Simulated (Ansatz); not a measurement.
The cluster B₃As₃, relaxed as a quintet with UKS r2SCAN-D4/def2-SVP in Ansatz, starting from the r2SCAN-D4/def2-SVP geometry of the neutral singlet. Force threshold 0.02 eV/Å.

The relaxation made no stability test and no search for a lower SCF solution. At r2SCAN-D4/def2-SVP a singlet of charge 0 lies 1.81 eV below the quintet, each at its own geometry. The structure comes from a short search, and lower isomers may exist.

Start:

```xyz
6

B     0.5262    0.2800   -0.6147
B    -0.0770   -1.2871   -0.1119
B     0.7346   -0.4945    0.9439
As   -0.9430   -0.4224   -1.7306
As    1.0354    1.5098    0.8432
As   -1.2762    0.4142    0.6700
```

```
         step   energy (eV)  largest force component (eV/Å)  SCF passes
            1  -184521.6053                           3.757          25
            2  -184522.3236                           1.599          30
            3  -184522.4548                           0.434          30
            4  -184522.4965                           0.238          29
            5  -184522.7731                           1.510          40
            6  -184523.2977                           1.313          35
            7  -184523.6197                           1.635          36
            8  -184523.8593                           0.638          31
            9  -184523.9655                           0.626          31
           10  -184524.1045                           0.558          32
           11  -184524.1332                           0.676          37
           12  -184524.1645                           0.406          35
           13  -184524.2267                           0.455          31
           14  -184524.3140                           0.610          34
           15  -184524.4039                           0.879          30
16 (rejected)  -184524.2695                           1.676          30
           17  -184524.4693                           0.448          31
           18  -184524.5200                           0.188          29
           19  -184524.5662                           0.255          29
           20  -184524.5866                           0.177          28
           21  -184524.5912                           0.246          29
22 (rejected)  -184524.5329                           0.480          30
           23  -184524.6011                           0.047          25
           24  -184524.6013                           0.022          27
25 (rejected)  -184524.6013                           0.012          26
           26  -184524.6013                           0.004          20
```

Force components are those of the run's own axes.

End:

```xyz
6

B     0.4949    0.4349   -0.8055
B    -0.1988   -1.1078   -0.4400
B    -0.0381   -0.0641    0.8252
As   -0.1706   -0.6141   -2.3254
As    1.5010    1.2804    0.6313
As   -1.5884    0.0707    2.1144
```

Bonds lost: B1–As6, B2–As6, As4–As6, As5–As6 (atoms count from 1).

The force fell under the threshold at step 25, but the optimiser went on. No frequencies were taken in this run, so the end may be a saddle point.

Hardware: 4 threads of Arm Neoverse V2 on a shared host. Wall time 2.3 min.
